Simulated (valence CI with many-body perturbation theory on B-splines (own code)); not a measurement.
**E1 line list for F+**

Level of theory: configuration interaction combined with many-body perturbation theory (CI+MBPT): six valence electrons over a frozen Dirac-Fock core [He], radial functions for each j: 9 s, 9 p, 8 d, 6 f, 3 g, 1 h, with the one-electron correlation potential Σ1, the two-electron term Σ2, the three-electron term Σ3, Breit, model QED; selected CI, second order for the rest, scaled by the run's own slope (own B-spline code, finite nucleus).

Set against measurement, 23 paired levels are off by 214 cm⁻¹ on average, the worst by 468. These come from a selection out of the NIST Handbook of Basic Atomic Spectroscopic Data. Levels without a partner in it may be off by more. Among the levels kept, up to 2300 cm⁻¹ of a level comes from second order outside the variational space, and about a tenth of that is noise between levels of different J, which matters for small intervals.

Lines 201 to 224 of 224 in falling wavelength, among levels below 241211 cm⁻¹, chosen from the strongest by gf and those to the six lowest levels. Wavelengths and rates use the calculated energies, so an error of 200 cm⁻¹ moves a line at 436.3 Å by 0.087 % and its rate by three times that or more. Electric multipoles are in the length gauge, E1 and E2 with the static RPA response of the core. Weak lines are less certain than strong ones. Lines between different terms over intervals too small for the method are left out, as are lines whose strength nearly cancels. The highest levels of a list are the least certain.

Names give the largest LS component (configuration and term), which can be under half, so a name can repeat, a term be missing and a line seem to break the LS rules; names also repeat where a configuration has a term twice.

| λ vac (Å) | λ from measured levels | Upper | Lower | A (s⁻¹) | log gf | Branch % |
| --- | --- | --- | --- | --- | --- | --- |
| 436.3 | 436.3 | 2s2.2p3.3s 3P°_1 | 2s2.2p4 3P_1 | 2.92e+08 | -1.60 | 24.6 |
| 435.7 | 435.6 | 2s2.2p3.3s 3P°_2 | 2s2.2p4 3P_2 | 8.59e+08 | -0.91 | 73.5 |
| 435.7 | 435.6 | 2s2.2p3.3s 3P°_1 | 2s2.2p4 3P_2 | 4.83e+08 | -1.38 | 40.8 |
| 434.5 |  | 2s2.2p3.3d 5D°_1 | 2s2.2p4 3P_0 | 1.63e+03 | -6.86 | 0.0 |
| 434.3 |  | 2s2.2p3.3d 5D°_0 | 2s2.2p4 3P_1 | 3.92e+04 | -5.96 | 0.0 |
| 434.2 |  | 2s2.2p3.3d 5D°_1 | 2s2.2p4 3P_1 | 1.86e+04 | -5.80 | 0.0 |
| 434.1 |  | 2s2.2p3.3d 5D°_2 | 2s2.2p4 3P_1 | 3.67e+02 | -7.29 | 0.0 |
| 433.5 |  | 2s2.2p3.3d 5D°_1 | 2s2.2p4 3P_2 | 1.85e+04 | -5.80 | 0.0 |
| 433.5 |  | 2s2.2p3.3d 5D°_3 | 2s2.2p4 3P_2 | 3.10e+03 | -6.21 | 0.0 |
| 433.5 |  | 2s2.2p3.3d 5D°_2 | 2s2.2p4 3P_2 | 1.93e+04 | -5.57 | 0.0 |
| 432.5 |  | 2s2.2p3.3d 3D°_1 | 2s2.2p4 3P_0 | 1.23e+09 | -0.98 | 50.9 |
| 432.2 |  | 2s2.2p3.3d 3D°_1 | 2s2.2p4 3P_1 | 9.27e+08 | -1.11 | 38.3 |
| 432.1 |  | 2s2.2p3.3d 3D°_2 | 2s2.2p4 3P_1 | 1.68e+09 | -0.63 | 68.7 |
| 431.5 |  | 2s2.2p3.3d 3D°_1 | 2s2.2p4 3P_2 | 6.21e+07 | -2.28 | 2.6 |
| 431.5 |  | 2s2.2p3.3d 3D°_3 | 2s2.2p4 3P_2 | 2.26e+09 | -0.36 | 91.8 |
| 431.5 |  | 2s2.2p3.3d 3D°_2 | 2s2.2p4 3P_2 | 5.61e+08 | -1.11 | 23.0 |
| 426.7 |  | 2s2.2p3.4s 5S°_2 | 2s2.2p4 3P_1 | 7.95e+03 | -5.96 | 0.0 |
| 426.1 |  | 2s2.2p3.4s 5S°_2 | 2s2.2p4 3P_2 | 2.50e+04 | -5.47 | 0.0 |
| 423.7 |  | 2s2.2p3.4s 3S°_1 | 2s2.2p4 3P_0 | 1.27e+08 | -1.99 | 8.9 |
| 423.3 |  | 2s2.2p3.4s 3S°_1 | 2s2.2p4 3P_1 | 3.88e+08 | -1.50 | 27.3 |
| 422.7 |  | 2s2.2p3.4s 3S°_1 | 2s2.2p4 3P_2 | 6.46e+08 | -1.28 | 45.4 |
| 417.6 |  | 2s.2p5 1P°_1 | 2s2.2p4 3P_0 | 1.91e+04 | -5.83 | 0.0 |
| 417.3 |  | 2s.2p5 1P°_1 | 2s2.2p4 3P_1 | 5.98e+03 | -6.33 | 0.0 |
| 416.7 |  | 2s.2p5 1P°_1 | 2s2.2p4 3P_2 | 3.85e+05 | -4.52 | 0.0 |

Q: How does gf follow from A for the line at 434.2 Å?

A: gf = 1.4992 × (2J+1)_upper × A / σ², with σ = 230333 cm⁻¹ and 2J+1 = 3: gf = 1.58e-06.
